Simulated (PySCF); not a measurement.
PySCF input (BP86/6-31G* with LANL2DZ past Ar (5d)):

```python
from pyscf import gto, dft

mol = gto.M(
    atom='''
    Au   -0.00000000   -0.00000000   -0.38970877
    O     0.00000000    0.00000000    2.67694241
    C     0.00000000    0.00000000    1.56190893
    ''',
    basis={'default': '6-31g*', 'Au': 'lanl2dz'},
    ecp={'Au': 'lanl2dz'},
    charge=1,
    spin=0,
    verbose=4,
)

mf = dft.RKS(mol, xc='bp86')
mf.grids.level = 3
mf.conv_tol = 1e-9
mf.max_cycle = 100
mf.max_memory = 1500
mf.kernel()
if not mf.converged:
    mf = mf.newton()
    mf.kernel(mf.make_rdm1())
mf.dip_moment()
```

Output:

```
PySCF version 2.14.0

[INPUT] verbose = 4
[INPUT] num. atoms = 3
[INPUT] num. electrons = 32
[INPUT] charge = 1
[INPUT] spin (= nelec alpha-beta = 2S) = 0
[INPUT] symmetry False subgroup None
[INPUT] Mole.unit = angstrom
[INPUT] Symbol           X                Y                Z      unit          X                Y                Z       unit  Magmom
[INPUT]  1 Au     0.000000000000   0.000000000000  -0.389708770000 AA    0.000000000000   0.000000000000  -0.736442843641 Bohr   0.0
[INPUT]  2 O      0.000000000000   0.000000000000   2.676942410000 AA    0.000000000000   0.000000000000   5.058688006133 Bohr   0.0
[INPUT]  3 C      0.000000000000   0.000000000000   1.561908930000 AA    0.000000000000   0.000000000000   2.951580109212 Bohr   0.0

nuclear repulsion = 79.9198254490378
number of shells = 19
number of NR pGTOs = 92
number of NR cGTOs = 50
basis = {'default': '6-31g*', 'Au': 'lanl2dz'}
ecp = {'Au': 'lanl2dz'}

******** <class 'pyscf.dft.rks.RKS'> ********
method = RKS
initial guess = minao
damping factor = 0
level_shift factor = 0
DIIS = <class 'pyscf.scf.diis.CDIIS'>
diis_start_cycle = 1
diis_space = 8
diis_damp = 0
SCF conv_tol = 1e-09
SCF conv_tol_grad = None
SCF max_cycles = 100
direct_scf = True
direct_scf_tol = 1e-13
XC library pyscf.dft.libxc version 7.1.2
    S. Lehtola, C. Steigemann, M. J. T. Oliveira, and M. A. L. Marques,  SoftwareX 7, 1–5 (2018)
XC functionals = bp86
    A. D. Becke,  Phys. Rev. A 38, 3098 (1988)
    J. P. Perdew,  Phys. Rev. B 33, 8822 (1986)
    J. P. Perdew,  Phys. Rev. B 34, 7406–7406 (1986)
radial grids:
    Treutler-Ahlrichs [JCP 102, 346 (1995); DOI:10.1063/1.469408] (M4) radial grids

becke partition: Becke, JCP 88, 2547 (1988); DOI:10.1063/1.454033
pruning grids: <function nwchem_prune>
grids dens level: 3
symmetrized grids: False
atomic radii adjust function: <function treutler_atomic_radii_adjust>
small_rho_cutoff = 0
Set gradient conv threshold to 3.16228e-05
Initial guess from minao.
tot grids = 52512
init E= -250.207484174041
  HOMO = 0.0377455690154492  LUMO = 0.0433000505284573  gap/eV = 0.15115
cycle= 1 E= -230.272261869031  delta_E= 19.9  |g|= 5.01  |ddm|= 6.77
  HOMO = -1.09588368182391  LUMO = -1.03470596391675  gap/eV = 1.66473
cycle= 2 E= -218.798539302211  delta_E= 11.5  |g|= 4.38  |ddm|= 13.8
  HOMO = -1.18702393573882  LUMO = -1.16559842272987  gap/eV = 0.58302
cycle= 3 E= -231.257564731406  delta_E= -12.5  |g|= 6.96  |ddm|= 13.5

WARN: HOMO -1.14949512268641 == LUMO -1.1494951226864

cycle= 4 E= -241.333471973735  delta_E= -10.1  |g|= 4.53  |ddm|= 5.65
  HOMO = -1.03335419361182  LUMO = -1.02684549125687  gap/eV = 0.17711
cycle= 5 E= -242.259878710299  delta_E= -0.926  |g|= 4.34  |ddm|= 3.08
  HOMO = -0.971526518776645  LUMO = -0.966647642667104  gap/eV = 0.13276
cycle= 6 E= -242.594749870904  delta_E= -0.335  |g|= 4.24  |ddm|=  3.4
  HOMO = -0.84462378227125  LUMO = -0.83669465510732  gap/eV = 0.21576
cycle= 7 E= -242.025325970512  delta_E= 0.569  |g|= 4.24  |ddm|= 3.79
  HOMO = -0.789258745767068  LUMO = -0.786291150420887  gap/eV = 0.08075
cycle= 8 E= -245.180228679538  delta_E= -3.15  |g|= 3.73  |ddm|= 3.04
  HOMO = -0.80067336050895  LUMO = -0.773556072189483  gap/eV = 0.73790
cycle= 9 E= -246.312847210897  delta_E= -1.13  |g|= 3.04  |ddm|= 0.969

WARN: HOMO -0.487594475492625 == LUMO -0.487189712440918

cycle= 10 E= -243.253560609317  delta_E= 3.06  |g|= 3.58  |ddm|= 3.46
  HOMO = -0.394457861754693  LUMO = -0.302623288616164  gap/eV = 2.49895
cycle= 11 E= -238.949269593559  delta_E=  4.3  |g|=  4.1  |ddm|= 5.32
  HOMO = -0.571859156428143  LUMO = -0.385151774088843  gap/eV = 5.08057
cycle= 12 E= -248.350711512537  delta_E= -9.4  |g|= 0.909  |ddm|= 3.83
  HOMO = -0.576771322543427  LUMO = -0.411655187560335  gap/eV = 4.49304
cycle= 13 E= -248.521220638213  delta_E= -0.171  |g|= 0.337  |ddm|= 0.734
  HOMO = -0.511651056097845  LUMO = -0.377417684411774  gap/eV = 3.65268
cycle= 14 E= -248.54384367329  delta_E= -0.0226  |g|= 0.128  |ddm|= 0.437
  HOMO = -0.534027771201684  LUMO = -0.388854279599221  gap/eV = 3.95037
cycle= 15 E= -248.54917784952  delta_E= -0.00533  |g|= 0.0237  |ddm|= 0.212
  HOMO = -0.531693914103125  LUMO = -0.387451960814696  gap/eV = 3.92502
cycle= 16 E= -248.54932546734  delta_E= -0.000148  |g|= 0.00265  |ddm|= 0.0276
  HOMO = -0.53171363630355  LUMO = -0.387516888911343  gap/eV = 3.92379
cycle= 17 E= -248.54932685153  delta_E= -1.38e-06  |g|= 0.000785  |ddm|= 0.00181
  HOMO = -0.531685140303048  LUMO = -0.387489894006459  gap/eV = 3.92375
cycle= 18 E= -248.549326980897  delta_E= -1.29e-07  |g|= 4.83e-05  |ddm|= 0.000494
  HOMO = -0.531678537122615  LUMO = -0.387484684028744  gap/eV = 3.92371
cycle= 19 E= -248.549326981482  delta_E= -5.84e-10  |g|= 4.88e-06  |ddm|= 7.32e-05
  HOMO = -0.531680083956109  LUMO = -0.387485527007249  gap/eV = 3.92373
Extra cycle  E= -248.549326981475  delta_E= 6.99e-12  |g|= 6.62e-06  |ddm|= 1.57e-05
converged SCF energy = -248.549326981475

WARN: System has nonzero charge 1; the dipole moment is origin-dependent.
Location of origin: [0. 0. 0.]

Dipole moment(X, Y, Z, Debye):  0.00000,  0.00000,  0.31345
```

The dipole moment of an ion depends on the origin.
